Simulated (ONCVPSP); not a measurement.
# What one change does to a pseudopotential (Ar, ONCV)

ONCVPSP 4.0.1 input, shortened (lines: element, Z, core and valence counts, functional; n l f; lmax; l rc ep ncon nbas qcut; lloc lpopt rc5 dvloc0; l nproj debl; icmod fcfact rcfact), PBE, scalar-relativistic:

```
  Ar 18.00    3    2        4      upf
    1    0    2.00
    2    0    2.00
    2    1    6.00
    3    0    2.00
    3    1    6.00
    2
    0    1.10    0.00    4    7    6.70
    1    0.95    0.00    3    7    7.90
    2    0.85    0.36    3    8   11.80
    4    4    0.70    0.00
    0    3    1.50
    1    3    0.90
    2    2    3.40
    3    3.25    1.40
```

All-electron outer shells of the reference configuration (PBE, scalar-relativistic, ld1.x):

| shell | level (eV) | outermost node (bohr) | outermost maximum (bohr) |
| --- | --- | --- | --- |
| 2s | -296.99 | 0.12 | 0.34 |
| 2p | -229.89 | – | 0.28 |
| 3s | -24.29 | 0.52 | 1.17 |
| 3p | -10.27 | 0.49 | 1.30 |

Change: all radii but the core radius scaled by about 1.22 (s 1.34, p 1.16, d 1.04 bohr); local potential polynomial inside 0.86 bohr (lpopt 4, dvloc0 0 Ha).

Cutoffs: the cutoffs (Ha) at which the residual kinetic energy of the hardest occupied pseudo-wave falls to 1 and 0.1 mHa per electron; they do not see the model core or the augmentation charge, which bear on the density cutoff. Errors are all-electron minus pseudo energies relative to the spin-unpolarised reference configuration.

Task: How do hardness, ghosts and transferability respond?

Result: The potential gets softer (26 Ha and 186 Ha → 19 Ha and 29 Ha); the bound ghosts move from p, s to p; of the 4 tests that both files solve, the error grows in 3 and shrinks in 1 by more than 15 % and 0.3 meV (median size 3.1 → 5.1 meV). A larger radius leaves more room for a smooth pseudo-wave, so fewer plane waves are needed.

| quantity | base | changed |
| --- | --- | --- |
| cutoff, loose | 26 Ha | 19 Ha |
| cutoff, tight | 186 Ha | 29 Ha |
| loose cutoff by channel | s 19 Ha, p 26 Ha | s 19 Ha, p 18 Ha |
| bound ghosts | s, p | p |
| GHOST(+) flags under 300 eV | none | s at 273.6 eV |
| error for 3s2 3p5, meV [ΔE 16.06 eV] | -4.2 | 0.0 |
| error for 3s2 3p4, meV [ΔE 44.72 eV] | -2.1 | +8.6 |
| error for 3s2 3p3, meV [ΔE 87.30 eV] | +19 | +41 |
| error for 3s1 3p6, meV [ΔE 30.67 eV] | -1.0 | -1.5 |
| rms error of d²Exc/dni dnj with the model core, mHa | 0.28 | 0.32 |

Changed file: The cutoffs count occupied waves only; projector 2 of the d channel, the hardest unoccupied one, needs 56 Ha at the loose tolerance. A true bound ghost makes a file unfit for plane-wave use even where its test errors are small: the radial tests pick states by their node count and pass the ghost by.
